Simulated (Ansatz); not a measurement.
The same path of AlClF2 + H2 (6 atoms, charge 0, multiplicity 1) was run twice with different band settings. Lost on the way: H5–H6. Made: Al1–H5, Cl2–H6.

These are results of RKS PBE0-D4/def2-SVPD in Ansatz 0.2.0, not measurements.

Relaxed end points:

```xyz
6
Properties=species:S:1:pos:R:3
Al 0.006 0.048 0.293
Cl -0.009 0.765 2.255
F 1.436 -0.032 -0.551
F -1.420 -0.113 -0.545
H 0.068 -2.064 0.418
H 0.063 -1.870 1.164
```

```xyz
6
Properties=species:S:1:pos:R:3
Al -0.236 -0.840 -0.181
Cl -0.119 -0.206 2.311
F 1.360 -0.278 -0.223
F -1.410 0.252 -0.664
H -0.525 -2.377 -0.178
H 1.074 0.184 1.970
```

Common settings: movable images 7; climbing image yes; optimiser quadratic models (default); start path through a guess of the saddle point; force threshold 0.05 eV/Å; iteration limit 60; end points relaxed.

| run | spring |
| --- | --- |
| 1 | 5.0 eV/Å² |
| 2 | 50.0 eV/Å² |

Q: What does each run give, and how far can it be trusted?

A: Run 1: converged after 13 iterations, highest image 1.364 eV above the first end. A vibrational analysis at the climbing image gives one clearly imaginary mode, 651i cm⁻¹: a first-order saddle point.
Run 2: converged after 15 iterations, highest image 1.364 eV above the first end. Another band between the same ends (7 images) ends at a top of the same energy, where a vibrational analysis finds 1 clearly imaginary mode.
The orbitals stay closed-shell, which can raise the energy where a bond breaks towards radicals; this wasn't checked here.
